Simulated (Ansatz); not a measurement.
Reaction (hydrogenolysis of a C–C bond): `CC[SiH](O)O` + H₂ → `C[SiH](O)O` + CH₄

Isolated molecules relaxed with PBE0-D4/def2-TZVP in Ansatz; ΔE leaves out vibrations. CCSD(T)/CBS adds triple-zeta CCSD(T) − MP2 to the extrapolated MP2 energy (def2 sets, frozen cores). This one scheme is used for every species. One conformer a species, not always the lowest.

```json
{"species": "`CC[SiH](O)O`", "CCSD(T)/CBS(def2) energy (Eh)": "-520.46648"}
{"species": "H₂", "CCSD(T)/CBS(def2) energy (Eh)": "-1.17544"}
{"species": "`C[SiH](O)O`", "CCSD(T)/CBS(def2) energy (Eh)": "-481.21022"}
{"species": "CH₄", "CCSD(T)/CBS(def2) energy (Eh)": "-40.46206"}
```

(1) Work out ΔE.

Largest T1 diagnostic among the species: 0.011.

Answers

(1) ΔE = (-481.21022) + (-40.46206) − (-520.46648) − (-1.17544) = -0.03036 Eh = -0.83 eV.

In def2-TZVPP, CCSD(T) changes the Hartree–Fock value by +0.19 eV (the triples alone add +0.04 eV) and MP2 by +0.22 eV. Leaving LDA and LC-ωPBE aside and taking each functional with its dispersion term where it has one, the values, not all of them listed here, spread over 0.17 eV, from B97M-V to revPBE-D4. LDA lies +0.08 eV from PBE without D4. The D4 term adds +0.09 eV with B3LYP and +0.05 eV with PBE0; it sums over pairs of atoms, weighted by their polarisabilities, and B3LYP, whose exchange is more repulsive, gets the larger term.

B3LYP here is the variant with VWN-RPA as its local correlation; programs differ in this.
